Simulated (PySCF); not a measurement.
Diatomics of B with the 5d metals

PBE0 with triple-zeta basis sets in PySCF, for the lowest determinant that a PBE0 search found; no spin–orbit coupling. De refers to high-spin ground-configuration atoms. A positive dipole means M(−)B(+).

| M | basis | state (unpaired electrons) | Re (Å) | ωe (cm⁻¹) | De (eV) | μ (D) |
| --- | --- | --- | --- | --- | --- | --- |
| Ta | def2-TZVPP | septet (σ ↑↑, π ↑↑, δ ↑↑) | 2.086 | 672 | n/a | -3.12 |
| Os | def2-TZVPP | quartet (σ ↑, δ ↑↑) | 1.770 | 939 | n/a | -2.48 |
| Ir | x2c-TZVPPall | triplet (σ ↑, δ ↑) | 1.750 | 950 | n/a | -1.71 |
| Pt | x2c-TZVPPall | doublet (σ ↑) | 1.746 | 934 | 5.61 | -1.14 |
| Au | x2c-TZVPPall | singlet (closed shell) | 1.912 | 657 | 3.55 | -0.99 |
| Hg | def2-TZVPP | doublet (π ↑) | 2.343 | 266 | 0.38 | -1.58 |

The shortest bond is that of BPt (1.746 Å), the longest that of HgB (2.343 Å).

The rows differ in basis set, which adds steps of its own.

The state changes along the series, so neighbouring rows are not always alike in their bonding.

De is left out where the level can put another filling of the metal’s s and d shells below the measured ground configuration, by anything from nothing to about 1 eV. Weak bonds: HgB. Basis-set superposition, not corrected here, can be much of De in a small basis, most of all at correlated wavefunction levels. Functionals without a dispersion term scatter widely for such bonds, and LDA overbinds them. The metal atom is held in its measured ground configuration; semilocal functionals can put another filling of s and d lower by some tenths of an eV, and De to that atom would be smaller. Spin–orbit coupling is left out, which matters for elements this heavy, above all for dissociation energies. States were picked by a PBE0 search and need not be the measured ground states.
